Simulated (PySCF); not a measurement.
NMR problem set

Method: shieldings: GIAO PBE0/pcSseg-1, coordinates at the GFN2-xTB level, in PySCF 2.14.0 with density-fitted response routines (one conformer, gas phase, non-relativistic Hamiltonian, averaged over atoms made equivalent by symmetry, fast rotation or ring inversion).

Chemical shifts δ = σref − σ; ¹H, ¹³C against TMS, all at this level. Splittings of carbon signals by F and P are missing where no couplings were computed. Where no couplings were computed, multiplicities follow the n + 1 count of equivalent neighbours, and m marks all less simple cases (inequivalent or close neighbours, rings, F or P nearby). Shifts are as computed. Against solution values, carbons near 30 ppm lie about +3 ppm off and those near 130 ppm about +5 ppm. Of 1211 compounds with measured shifts, 218 miss one by over three times the rms of a fit or turn the order of signals round; such compounds aren't used in these exercises.

**Question.** C₆H₆F₃N₃. ¹H NMR (400 MHz, computed): δ 9.52 (s, 1H), 3.35 (q, 2H), 1.55 (t, 3H). ¹³C{¹H} NMR (computed): δ 189.1 (C), 172.4 (CH), 171.6 (C), 128.6 (C), 35.3 (CH2), 11.5 (CH3). Give a structure.

**Answer.** SMILES CCc1ncnc(C(F)(F)F)n1. Rings plus π bonds: 4 (1 ring in the answer). 6 carbon signals for 6 carbons: no two carbons are equivalent. Carbon types of the structure: 3 × C, 1 × CH, 1 × CH2, 1 × CH3, which accounts for all hydrogens. δC 189.1, 171.6: substituted aromatic carbon next to a ring nitrogen. δC 172.4: aromatic CH between two ring heteroatoms. δC 128.6: CF3 carbon; 3 electronegative neighbours deshield it. δH 9.52: hydrogen on an aromatic CH between two ring heteroatoms; ring-current deshielding.

The data come from this structure; uniqueness wasn't tested.

**Question.** C₄H₁₀NPSi₂. ¹H NMR (300 MHz, computed): δ 8.71 (m, 1H), 7.57 (m, 1H), 6.41 (m, 1H), 6.35 (m, 1H), 4.58 (m, 6H). ¹³C{¹H} NMR (computed): δ 153.3 (C), 138.8 (CH), 138.4 (CH2), 133.2 (CH). Give a structure.

**Answer.** SMILES C=CC1=CP1N([SiH3])[SiH3]. 4 carbon signals for 4 carbons: no two carbons are equivalent. Carbon types of the structure: 1 × C, 2 × CH, 1 × CH2, leaving 6 H on heteroatoms. δC 153.3: fully substituted alkene carbon; the olefinic region. δC 138.8, 133.2: alkene CH; as expected for a trigonal carbon in a double bond. δC 138.4: terminal =CH2 carbon; the olefinic region. δH 8.71, 7.57: hydrogen on an alkene CH.

This is the structure that produced the data.
